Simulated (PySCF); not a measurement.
A run for PySCF: D3(BJ) and D4 dispersion corrections on CH6OS (a complex), monomers drawn apart or pushed together.

```python
from pyscf import gto
from pyscf.dispersion import dftd3, dftd4

mol = gto.M(
    atom='''
    O    -0.03098846    0.48258715    0.03750103
    H    -0.75444394    0.09814165   -0.46915380
    H     0.77515782    0.20624057   -0.41157500
    C    -0.30975658    0.77978100    4.52588976
    S    -0.15013251   -0.82620844    3.67742420
    H    -1.21709083    1.29704480    4.22075747
    H    -0.36850833    0.56466996    5.59149390
    H     0.55809608    1.40965268    4.34140510
    H    -0.09727970   -0.33916358    2.42323306
    ''',
    basis='def2-svp',
    charge=0, spin=0, verbose=0, max_memory=1800)
d3, d4 = {}, {}
for xc in ['hf', 'pbe', 'blyp', 'revpbe', 'tpss', 'r2scan', 'b3lyp', 'pbe0', 'bhlyp', 'camb3lyp', 'b2plyp']:
    d3[xc] = float(dftd3.DFTD3Dispersion(mol, xc=xc, version='d3bj', atm=False).get_dispersion()['energy'])
    print(f'D3(BJ) {xc:10s} {d3[xc]:14.8f} Eh')
for xc in ['hf', 'pbe', 'blyp', 'revpbe', 'tpss', 'r2scan', 'b3lyp', 'pbe0', 'bhlyp', 'camb3lyp', 'b2plyp']:
    d4[xc] = float(dftd4.DFTD4Dispersion(mol, xc={'camb3lyp': 'cam-b3lyp'}.get(xc, xc), atm=True).get_dispersion()['energy'])
    print(f'D4     {xc:10s} {d4[xc]:14.8f} Eh')
```

Program output:

```
D3(BJ) hf            -0.03468480 Eh
D3(BJ) pbe           -0.00403773 Eh
D3(BJ) blyp          -0.00838680 Eh
D3(BJ) revpbe        -0.01043967 Eh
D3(BJ) tpss          -0.00500589 Eh
D3(BJ) r2scan        -0.00116395 Eh
D3(BJ) b3lyp         -0.00682844 Eh
D3(BJ) pbe0          -0.00343527 Eh
D3(BJ) bhlyp         -0.00524293 Eh
D3(BJ) camb3lyp      -0.00303576 Eh
D3(BJ) b2plyp        -0.00309958 Eh
D4     hf            -0.01256548 Eh
D4     pbe           -0.00335930 Eh
D4     blyp          -0.00741595 Eh
D4     revpbe        -0.01131556 Eh
D4     tpss          -0.00452481 Eh
D4     r2scan        -0.00090747 Eh
D4     b3lyp         -0.00532367 Eh
D4     pbe0          -0.00284160 Eh
D4     bhlyp         -0.00379559 Eh
D4     camb3lyp      -0.00285647 Eh
D4     b2plyp        -0.00235443 Eh
```

The run finished.

Cost: roughly 0.03 core-seconds.
